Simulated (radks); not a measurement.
The numbers below are computed, except where a source is named.
Coulomb parameter of the 4f shell of the praseodymium ion Pr3+ in the model configuration [Xe] 4f0.5 6s1.5, as a second difference U = [E(n + 0.5) + E(n - 0.5) - 2 E(n)] / (0.5)^2 with all orbitals relaxed. "Bare": the charge of the atom changes with n. "Screened": the 6s shell takes up the change at fixed total charge, which measures U(4f,4f) + U(6s,6s) - 2 U(4f,6s). Code: a radial shooting solver on a logarithmic mesh with Libxc functionals. Model: scalar-relativistic Kohn-Sham, PBE, spin-unpolarised, spherical densities, point nucleus.

| case | configuration | E - E(n) (eV) |
|---|---|---|
| start | [Xe] 4f0.5 6s1.5 | 0.000 |
| bare +0.5 | [Xe] 4f1 6s1.5 | -20.043 |
| bare -0.5 | [Xe] 6s1.5 | 24.969 |
| screened +0.5 | [Xe] 4f1 6s1 | -9.195 |
| screened -0.5 | [Xe] 6s2 | 11.388 |

U(bare) = 19.704 eV, U(screened by 6s) = 8.771 eV, against the Slater integral F0(4f,4f) = 27.578 eV with frozen orbitals.
